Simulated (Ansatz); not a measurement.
The cluster Si₃O₃. The state is a triplet with charge 0. Geometry r2SCAN-D4/def2-SVPD, that of the charge -1 doublet; atoms count from 1.

```tsv
atom	x (Å)	y (Å)	z (Å)
Si1	-0.638	0.559	0.753
Si2	1.579	-0.134	-1.106
Si3	-1.055	-1.553	-0.255
O4	0.872	0.929	-0.004
O5	-1.233	1.594	1.765
O6	0.474	-1.396	-1.153
```

At PBE0-D4/def2-TZVPD a singlet of charge 0 lies 1.05 eV below the triplet at the same geometry. The structure comes from a short search, and lower isomers may exist.

Estimate the Mulliken populations from the PBE0/def2-TZVPD orbitals of Ansatz.


| atom | charge (e) | spin (α − β) |
| --- | --- | --- |
| Si1 | 0.67 | 0.33 |
| Si2 | 0.11 | 0.03 |
| Si3 | 0.08 | 1.35 |
| O4 | -0.17 | 0.04 |
| O5 | -0.52 | 0.23 |
| O6 | -0.17 | 0.01 |
Mulliken values depend strongly on the basis. With diffuse functions, as here, like atoms can get unlike values, and bond orders can come out too low or too high.

Where does the spin sit?

Summed by element: Si 1.71, O 0.29, of 2 unpaired in all. Largest on single atoms: Si3 1.35, Si1 0.33, O5 0.23.

And the Mayer bond orders between heavy atoms (over 0.3)?

Si1–Si3 0.93 (2.38 Å); Si1–O4 1.09 (1.73 Å); Si1–O5 1.97 (1.56 Å); Si2–O4 0.91 (1.69 Å); Si2–O6 0.95 (1.68 Å); Si3–O6 1.01 (1.78 Å).
